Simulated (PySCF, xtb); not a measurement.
CH5F2NSi, SMILES N[SiH2]C(F)F.

GFN2-xTB run with xtb at its own geometry gives an orbital gap of 5.83 eV and a dipole moment of 3.92 D.

The structure is a stationary point at ωB97X-D3(BJ)/def2-SVP. This is a generated structure with no PubChem entry under its InChIKey; it may be hypothetical. Other conformers were not sampled.

Q: What does M06-2X/def2-TZVP (PySCF) give? (An estimate is asked for; the answer gives what the named calculation found.)

A: gap 9.93 eV (levels -9.10 and 0.83 eV), dipole 2.83 D.
